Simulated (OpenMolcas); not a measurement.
N2+: effect of the level shift or regulariser

| Quantity | Value |
| --- | --- |
| Program | OpenMolcas 26.06 |
| Basis | ANO-RCC-VQZP [5s4p3d2f1g] |
| Scalar Hamiltonian | DKH2, point nucleus |
| Active space | 3 electrons in 8 orbitals (2s 2p 3s 3p) |
| State averaging | 2S+1 = 4 odd, 1 root; 2S+1 = 2 odd, 11 roots; 2S+1 = 4 even, 3 roots; 2S+1 = 2 even, 9 roots |
| Spin-orbit coupling | state interaction with AMFI integrals over the reference wave functions, term energies averaged over their components |

Methods on the same reference wave functions:
A. CASSCF
B. MS-CASPT2, IPEA 0.25 Eh, imaginary shift 0.1 Eh (closed shells correlated: 1s)
C. MS-CASPT2, IPEA 0.25 Eh, real shift 0.2 Eh (closed shells correlated: 1s)

Energies in cm-1 above 2s2 2p 2P* 1/2, the measured ground level; measured values from Moore, Selected Tables of Atomic Spectra, NSRDS-NBS 3, section 5.

```json
{"Level": "2s2 2p 2P* 1/2", "A": "0.0", "B": "0.0", "C": "0.0", "Measured": "0.0"}
{"Level": "2s2 2p 2P* 3/2", "A": "169", "B": "170", "C": "170", "Measured": "174"}
{"Level": "2s 2p2 4P 1/2", "A": "51706", "B": "56160", "C": "56150", "Measured": ""}
{"Level": "2s 2p2 4P 3/2", "A": "51763", "B": "56220", "C": "56210", "Measured": "57247"}
{"Level": "2s 2p2 4P 5/2", "A": "51858", "B": "56320", "C": "56300", "Measured": "57328"}
{"Level": "2s 2p2 2D 3/2", "A": "106011", "B": "100610", "C": "100680", "Measured": "101031"}
{"Level": "2s 2p2 2D 5/2", "A": "106016", "B": "100620", "C": "100690", "Measured": "101024"}
{"Level": "2s 2p2 2S 1/2", "A": "132418", "B": "130790", "C": "130790", "Measured": "131004"}
{"Level": "2s 2p2 2P 1/2", "A": "155149", "B": "146510", "C": "146540", "Measured": "145876"}
{"Level": "2s 2p2 2P 3/2", "A": "155267", "B": "146630", "C": "146660", "Measured": "145986"}
{"Level": "2p3 4S* 3/2", "A": "183802", "B": "185900", "C": "185880", "Measured": "186797"}
{"Level": "2p3 2D* 3/2", "A": "212283", "B": "203980", "C": "204070", "Measured": "203089"}
{"Level": "2p3 2D* 5/2", "A": "212286", "B": "203980", "C": "204070", "Measured": "203075"}
{"Level": "2p3 2P* 1/2", "A": "238837", "B": "230650", "C": "230710", "Measured": "230404"}
{"Level": "2p3 2P* 3/2", "A": "238854", "B": "230660", "C": "230730", "Measured": "230409"}
```

Deviations, from unrounded energies. A percentage is the sum of absolute deviations over the sum of measured energies, with the sign that they share, or ± where signs differ.

```
                  Against measurement  Levels     A     B     C
       mean absolute deviation (cm-1)      13  6100   580   600
fine structure of the ground term (%)       1  -2.9  -2.4  -2.4
             other configurations (%)      12  ±4.4  ±0.4  ±0.4
```

B, C lie about equally close to measurement and A furthest from it. The largest miss of B in the table is 2s 2p2 4P 3/2, by -1000 cm-1. The ranking rests on the paired levels alone, and a cruder setting can come out closer through cancelling errors.

Between B and C the level of the table that moves most is 2p3 2D* 5/2, by 91 cm-1 (lowest in B, highest in C). Moves below CASPT2's spread within the term are not significant.

The mean deviations of B to C differ by less than CASPT2's widest spread within a term (370 cm-1), so their order carries little weight.

The lowest spin-free term lies below A's lowest term by 0.047 hartree in B, 0.047 hartree in C.

CASPT2 does not keep the components of a term degenerate, so their means are used; among the terms shown or strongly mixed into the levels shown the widest spread is 370 cm-1 (2p3 2D*, B). Active for correlation alone: 3p 3s; no level in the range computed is led by a configuration that fills them, so any true level of that kind is missing. Measured partners are found by configuration, term and J. A level has none where our copy of the source lacks it or the pairing is in doubt (some pairs that miss far off the trend of their configuration count as doubtful), and it then counts in no deviation. Levels of configurations outside the active space are missing.

* marks odd parity.
